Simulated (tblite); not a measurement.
Here is a computed GFN2-xTB geometry (Å):
```
atom  x, y, z in Å
C1     4.5084   -0.4162    0.2249
C2     3.3100   -0.3541    0.1848
C3     1.8976   -0.2823    0.1387
C4     1.1347   -1.4353   -0.0073
C5    -0.2456   -1.3585   -0.0527
C6    -0.8835   -0.1288    0.0484
O7    -2.2372    0.0460    0.0153
C8    -3.0576   -1.0853   -0.1299
C9    -0.1241    1.0450    0.1966
C10   -0.8306    2.3603    0.3037
C11    1.2514    0.9520    0.2393
H12    5.5554   -0.4698    0.2603
H13    1.6229   -2.3953   -0.0861
H14   -0.8147   -2.2678   -0.1671
H15   -2.8660   -1.6046   -1.0751
H16   -4.0802   -0.7104   -0.1281
H17   -2.9304   -1.7863    0.7020
H18   -1.4389    2.5296   -0.5835
H19   -0.1205    3.1759    0.4120
H20   -1.5034    2.3541    1.1601
H21    1.8436    1.8487    0.3535
```

Neutral, closed shell.

(1) Which heavy atoms are bonded, and with what formal order?

(2) Give the structure as a SMILES string.

(3) What is the point group of this geometry?

(4) Which rings does it hold (smallest set)?

(5) Describe the place of each heavy atom.

(6) What is the arrangement about C6?

(7) What is the arrangement about C5?

Results:

(1) C1–C2 1.20 Å (triple); C2–C3 1.42 Å (single); C3–C4 1.39 Å (aromatic); C4–C5 1.38 Å (aromatic); C5–C6 1.39 Å (aromatic); C6–O7 1.37 Å (single); O7–C8 1.40 Å (single); C6–C9 1.41 Å (aromatic); C9–C10 1.50 Å (single); C9–C11 1.38 Å (aromatic); C3–C11 1.40 Å (aromatic). Bonds to hydrogen (Å): C1–H12 1.05; C4–H13 1.08; C5–H14 1.08; C8–H15 1.10; C8–H16 1.09; C8–H17 1.10; C10–H18 1.09; C10–H19 1.09; C10–H20 1.09; C11–H21 1.08.

(2) `C#Cc1ccc(OC)c(C)c1`, C10H10O. Among its features: alkyne, benzene ring and ether.

(3) Cs (tolerance 0.08 Å).

(4) C3–C4–C5–C6–C9–C11 (6 members, 0.00 Å rms from planarity).

(5) C1: terminal alkyne carbon; C2: alkyne carbon; C3: substituted aromatic carbon; C4: aromatic CH carbon; C5: aromatic CH carbon; C6: aromatic carbon bearing oxygen; O7: aryl ether oxygen; C8: methoxy carbon; C9: substituted aromatic carbon; C10: benzylic-type carbon; C11: aromatic CH carbon.

(6) It has 3 neighbours (C5, O7, C9) and is planar (angles 124.5°, 119.9° and 115.5°, sum 360.0°, 0.00 Å off the plane of its three neighbours).

(7) It has 3 neighbours (C4, C6, H14) and is planar (angles 120.8°, 120.3° and 118.9°, sum 360.0°, 0.00 Å off the plane of its three neighbours).
